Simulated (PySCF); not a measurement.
F2H3Si2, CH3Al, AlBH3N (calculated)

Calculation on a computer-drawn molecule: the log of a Hartree-Fock and frozen-core CCSD(T) single point meant for a local Hartree-Fock minimum, with one planted fault or none, to be diagnosed. Offsets are logged minus clean, where the clean run is the same molecule without the fault. The reference is restricted for singlets and unrestricted otherwise, and also for a bond in bohr or an excited solution. Adding or removing an electron swaps singlet and doublet. The excited solution moves the top pair (singlet) or top alpha electron (doublet) to the lowest empty orbital. Highest occupied and lowest empty are orbital energies over both spins, largest force is the largest gradient component, triples share is (T) over the correlation energy, the T1 limit is 0.02 restricted and 0.045 unrestricted, electrons count all cores, a negative frequency is imaginary (commonest isotopes), and the dipole is about the centre of nuclear charge. Program: PySCF 2.14.0.

Common to all runs: meant multiplicity 1; meant basis cc-pV(D+d)Z; logged SCF converged yes; logged CC converged yes; logged SCF stable within its kind yes; possible faults no fault, one electron removed, one electron added, multiplicity raised by two, geometry at a saddle point, SCF held on an excited solution, minimal basis STO-3G, one bond length entered in bohr, all coordinates scaled.

```yaml
- entry: 1
  formula: F2H3Si2
  logged_structure:
    atoms_angstrom:
      - [F, -2.6108, -0.2555, 1.0019]
      - [Si, -1.5513, -1.3838, 0.746]
      - [Si, 0.485, -0.7542, -0.4231]
      - [F, 1.2386, -2.1576, -0.4055]
      - [H, -2.4276, -3.8006, 1.767]
      - [H, 0.0562, -0.3548, -1.7601]
      - [H, 1.1249, 0.2471, 0.4245]
  given:
    meant_charge: 1
    logged_electrons: 48
    logged_basis_functions: 89
    logged_spin_squared: 0.8908
    "logged_highest_occupied [eV]": -16.245
    "logged_lowest_empty [eV]": -6.026
    "logged_largest_force [hartree/bohr]": 0.015876
    logged_T1_diagnostic: 0.031528
    logged_D1_diagnostic: 0.14128
    logged_triples_share: 0.024162
    "logged_dipole_magnitude [debye]": 1.2511
    "logged_energy_HF [hartree]": -778.19689
    "logged_energy_CCSD(T) [hartree]": -778.77305
    drawn_bonds_atom: [1, 2, 3, 2, 3, 3]
    drawn_bonds_other_atom: [2, 3, 4, 5, 6, 7]
    drawn_bonds_order: [1, 1, 1, 1, 1, 1]
  results: {}
- entry: 2
  formula: CH3Al
  logged_structure:
    atoms_angstrom:
      - [C, -1.473, -1.0818, 2.0896]
      - [Al, -2.2972, -2.7505, 2.5501]
      - [H, -1.9923, -0.2626, 2.4981]
      - [H, -0.4824, -1.0241, 2.4406]
      - [H, -1.4391, -0.9361, 1.0478]
  given:
    meant_charge: 0
    logged_electrons: 22
    logged_basis_functions: 52
    logged_spin_squared: 0.0
    "logged_highest_occupied [eV]": -7.455
    "logged_lowest_empty [eV]": 1.3922
    "logged_largest_force [hartree/bohr]": 0.036382
    logged_T1_diagnostic: 0.010751
    logged_D1_diagnostic: 0.027262
    logged_triples_share: 0.024525
    "logged_dipole_magnitude [debye]": 1.2972
    "logged_energy_HF [hartree]": -281.49901
    "logged_energy_CCSD(T) [hartree]": -281.73315
    drawn_bonds_atom: [1, 1, 1, 1]
    drawn_bonds_other_atom: [2, 3, 4, 5]
    drawn_bonds_order: [1, 1, 1, 1]
  results: {}
- entry: 3
  formula: AlBH3N
  logged_structure:
    atoms_angstrom:
      - [B, -2.1167, 1.0728, 0.186]
      - ["N", -1.9938, 1.137, -1.212]
      - [Al, -1.0124, -0.1612, -2.0682]
      - [H, -1.5691, 0.1623, 0.7691]
      - [H, -2.7413, 1.8832, 0.8197]
      - [H, -2.463, 1.9074, -1.6564]
  given:
    meant_charge: 0
    logged_electrons: 28
    logged_basis_functions: 66
    logged_spin_squared: 2.0026
    "logged_highest_occupied [eV]": -6.3324
    "logged_lowest_empty [eV]": -0.10386
    "logged_largest_force [hartree/bohr]": 0.010208
    logged_T1_diagnostic: 0.017483
    logged_D1_diagnostic: 0.053702
    logged_triples_share: 0.030038
    "logged_dipole_magnitude [debye]": 1.3303
    "logged_energy_HF [hartree]": -322.78079
    "logged_energy_CCSD(T) [hartree]": -323.09905
    drawn_bonds_atom: [1, 2, 1, 1, 2]
    drawn_bonds_other_atom: [2, 3, 4, 5, 6]
    drawn_bonds_order: [1, 1, 1, 1, 1]
  results: {}
```

## Withheld values
1. F2H3Si2 (entry 1): planted fault?
2. Which fault was planted in the run of CH3Al (entry 2)?
3. Which fault was planted in the run of AlBH3N (entry 3)?

Answers
1. one bond length entered in bohr, row 4 of the drawn bonds
2. all coordinates scaled, by -4.3 %
3. multiplicity raised by two

Further results for F2H3Si2 (entry 1):

```
HF energy offset from clean run      : 65.56 kcal/mol
CCSD(T) energy offset from clean run : 73.46 kcal/mol
```

Further results for CH3Al (entry 2):

```
HF energy offset from clean run      : 4.152 kcal/mol
CCSD(T) energy offset from clean run : 5.657 kcal/mol
```

Further results for AlBH3N (entry 3):

```
HF energy offset from clean run      : 43.43 kcal/mol
CCSD(T) energy offset from clean run : 61.94 kcal/mol
```
